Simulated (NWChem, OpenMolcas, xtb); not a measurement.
InSiH4F (SMILES [F][InH][SiH3]): methods side by side

InSiH4F has 7 atoms, charge 0, and is taken as a singlet. SMILES: `[F][InH][SiH3]`. The shape is that of a PBE0-D4/def2-TZVP optimisation.

Each level gives the vertical energy of the triplet above the singlet (eV). The values are calculated.

| level | kind | program | value (eV) | less CCSD(T)/def2-SVP | CPU time (all runs) |
| --- | --- | --- | --- | --- | --- |
| GFN0-xTB | semi-empirical | xtb | 3.44 | -0.91 | under 2 s |
| HF/def2-SVP (core potential) | Hartree–Fock | NWChem | 4.24 | -0.11 | 70 s |
| SVWN5/def2-SVP (core potential) | LDA | OpenMolcas | 3.90 | -0.45 | 56 s |
| revPBE/def2-SVP (core potential) | GGA | OpenMolcas | 3.86 | -0.49 | 78 s |
| TPSS/def2-SVP (core potential) | meta-GGA | OpenMolcas | 3.95 | -0.40 | 2.1 min |
| PBE0/def2-SVP (core potential) | global hybrid | NWChem | 4.13 | -0.22 | 94 s |
| M06-2X/def2-SVP (core potential) | hybrid meta-GGA | OpenMolcas | 4.27 | -0.08 | 98 s |
| MP2/def2-SVP (core potential) | perturbation theory | NWChem | 4.48 | +0.13 | 82 s |
| CCSD(T)/def2-SVP (core potential), open shells restricted | coupled cluster or CI | OpenMolcas | 4.35 | 0.00 | 2.1 min |

Differences are taken from CCSD(T)/def2-SVP (core potential), open shells restricted for orientation; it has basis-set and higher-order errors of its own. Spin-orbit coupling, which can split open shells on such heavy atoms by tenths of an eV, is left out. The values span 3.44 to 4.48 eV. GFN0-xTB: no spin polarisation, so open shells miss the exchange term that lowers them. In the correlated wave-function rows the outer d shell of In is correlated, in sets not made for it. The upper state's dipole differs much between rows, so they may not all be the same state. CPU times are rough (shared hosts, several kinds of processor and program).
